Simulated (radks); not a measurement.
All-electron atom: Er67+ in 1s1.

Calculated with a radial shooting solver on a logarithmic mesh with Libxc functionals: scalar-relativistic Kohn-Sham, LDA (Slater exchange, Perdew-Wang correlation), spin-polarised, spherical densities, point nucleus; open shells are filled with parallel spins first (spin-orbit coupling, left out, can overturn this in heavy ions).

Energy parts (hartree):
| part | energy |
|---|---|
| total | -2471.9504 |
| kinetic | 2846.9000 |
| electron-nucleus | -5322.0119 |
| Hartree | 23.5222 |
| exchange-correlation | -20.3606 |

Orbitals (lengths in bohr, moments of r in powers of bohr; <r^-3> diverges for s and p1/2):
[
 {"orbital": "1s up", "occ.": "1", "eigenvalue (hartree)": "-2455.194", "<r^-3>": "-", "<r^2>": "0.0005541", "<r^4>": "8.166e-07", "<1/r>": "78.26"}
]

The highest occupied level is 1s up at -66809 eV. The density falls to 0.001 e/bohr^3 at r = 0.13 bohr. Summed over all electrons, <r^2> = 0.0005541 bohr^2, which gives a Langevin (diamagnetic) susceptibility term of -0.000439 x 10^-6 cm^3/mol.
